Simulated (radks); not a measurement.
The numbers below are computed, except where a source is named.
Species: Ca2+. Configuration: [Ar].

Code: a radial shooting solver on a logarithmic mesh with Libxc functionals. Model: Dirac Kohn-Sham, BLYP, spin-unpolarised, spherical densities, finite nucleus; Fermi nuclear charge, rms radius 3.4776 fm.

Energy parts (hartree):
| part | energy |
|---|---|
| total | -679.89910 |
| kinetic | 685.29401 |
| electron-nucleus | -1605.23425 |
| Hartree | 275.95697 |
| exchange-correlation | -35.91583 |

Orbitals (lengths in bohr, moments of r in powers of bohr; r(90%) holds 90 % of the orbital's charge):
orbital,occ.,eigenvalue (hartree),r(90%),<r^2>,<r>
1s1/2,2,-145.7562,0.137,0.007942,0.07684
2s1/2,2,-15.79215,0.568,0.1573,0.3644
2p1/2,2,-12.96410,0.539,0.1317,0.3261
2p3/2,4,-12.82837,0.542,0.1336,0.3286
3s1/2,2,-2.27923,1.73,1.530,1.151
3p1/2,2,-1.58634,1.94,1.852,1.254
3p3/2,4,-1.57190,1.95,1.875,1.262
3d3/2,0,-0.58699,3.00,3.953,1.768
3d5/2,0,-0.58612,3.01,3.966,1.771
4s1/2,0,-0.54965,4.65,11.63,3.214

The highest occupied level is 3p3/2 at -42.773 eV. The electron density at the nucleus is 6164 e/bohr^3.
